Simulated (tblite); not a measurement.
Species: C7H11NOSi.
Atom-mapped SMILES: `[CH3:1]/[N:2]=[CH:3]/[c:4]1[cH:5][cH:6][c:7]([SiH2:8][CH3:9])[o:10]1` (hydrogens: H11, H12, H13 on C1; H14 on C3; H15 on C5; H16 on C6; H17, H18 on Si8; H19, H20, H21 on C9)

The geometry is computed with GFN2-xTB (gas phase).

(1) Give the optimised bond lengths and angles.

Results:

(1) 
| bond | length (bohr) |
| --- | --- |
| C1–N2 | 2.694 |
| N2=C3 | 2.389 |
| C3–C4 | 2.712 |
| C4–C5 | 2.603 |
| C5–C6 | 2.651 |
| C6–C7 | 2.599 |
| C7–Si8 | 3.547 |
| Si8–C9 | 3.583 |
| C7–O10 | 2.551 |
| C4–O10 | 2.554 |
| C1–H11, C1–H12, C1–H13 | 2.068 |
| C3–H14 | 2.081 |
| C5–H15 | 2.022 |
| C6–H16 | 2.025 |
| Si8–H17, Si8–H18 | 2.776 |
| C9–H19, C9–H20, C9–H21 | 2.052 |

Bonds in one row agree within 0.02 bohr and their mean is given. A selection of angles:
| angle | degrees |
| --- | --- |
| C1–N2–C3 | 120.0 |
| N2–C3–C4 | 121.6 |
| C3–C4–C5 | 131.4 |
| C3–C4–O10 | 118.9 |
| C5–C4–O10 | 109.7 |
| C4–C5–C6 | 106.0 |
| C5–C6–C7 | 107.0 |
| C6–C7–Si8 | 133.9 |
| C6–C7–O10 | 109.2 |
| Si8–C7–O10 | 116.9 |
| C7–Si8–C9 | 108.4 |
| C4–O10–C7 | 108.1 |

Torsions: C1–N2–C3–C4 180° (antiperiplanar); N2–C3–C4–C5 2° (synperiplanar); C6–C7–Si8–C9 4° (synperiplanar). The mirror-image conformer, all signs reversed, is as good.

Si8 (SiH2 silicon) is tetrahedral (angles from 108.4° to 110.8°). The 5-membered ring C4–C5–C6–C7–O10 has internal angles of 106.0° to 109.7°; it is planar, 0.00 Å rms from its mean plane, widest ring torsion 0°. Of the pairs four or more bonds apart, H13···H14 is among the closest relative to their van der Waals radii: 2.28 Å, 95 % of the sum of Bondi's values. The C–C distances run from 1.375 Å (C6–C7, aromatic) to 1.435 Å (C3–C4, drawn single), a spread of 0.060 Å. The C–N distances run from 1.264 Å (N2=C3, drawn double) to 1.425 Å (C1–N2, drawn single), a spread of 0.161 Å. N2 (imine nitrogen) is bent (angle 120.0°).

Point group: near Cs, missed by 0.18 Å at most; the miss may be what the optimiser left on a soft mode. Its GFN2-xTB frequencies are all real (lowest 23 cm⁻¹). One conformer, not necessarily the lowest. 3 starts were optimised and ended at 0.00, 0.32 and 0.33 kcal/mol (GFN2-xTB); the lowest of these is shown.
